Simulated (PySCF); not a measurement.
**Spinor energies of Ta⁴⁶⁺ (tantalum, charge +46)**

Start: [Ar] 3d9; 3d3/2 filled at m_j = -1/2, +1/2, +3/2; 3d5/2 filled at m_j = -5/2, -3/2, -1/2, +1/2, +3/2, +5/2. Calculated with PySCF 2.14 in an even-tempered Gaussian basis (16 s from 11 bohr⁻², ratio 2.8; 13 p from 15 bohr⁻², ratio 2.8; 8 d from 15 bohr⁻², ratio 2.8; 3 f from 54 bohr⁻², ratio 3): generalised Hartree-Fock with the X2C-1e Hamiltonian and a Gaussian nucleus; one run each with spin-orbit coupling (SO) screened by Boettger's factors, then bare. This is a chosen level, not necessarily the ground level.

```
spinor shell  electrons  ε, screened SO (eV)  ε, bare SO (eV)  weight of nominal j (bare SO)  rms radius, bare SO (bohr)
       1s1/2          2             -70199.9         -70199.0                          1.000                      0.0211
       2s1/2          2             -14160.3         -14160.1                          1.000                      0.0852
       2p1/2          2             -13628.4         -13659.2                          1.000                      0.0722
       2p3/2          4             -12350.3         -12340.5                          1.000                      0.0797
       3s1/2          2              -4980.0          -4980.0                          1.000                       0.213
       3p1/2          2              -4744.9          -4751.9                          1.000                       0.204
       3p3/2          4              -4453.8          -4451.6                          1.000                       0.219
       3d3/2          3              -4090.9          -4097.4                          0.999                       0.190
       3d5/2          6              -4027.1          -4023.1                          0.999                       0.194
```

```csv
quantity,screened SO,bare SO
E (hartree),-14066.76483,-14067.62938
M_J,3/2,3/2
⟨J²⟩,3.750,3.750
⟨L²⟩,6.057,6.061
⟨S²⟩,0.807,0.811
```

Each row is a mean over spinors that exchange with the open shell spreads, by up to 24.171 eV (3p1/2).

Breit and QED terms are absent; they matter most for the inner s and p1/2 levels.

Densities and radii are taken from the X2C orbitals without a picture-change correction, which distorts them close to the nucleus.
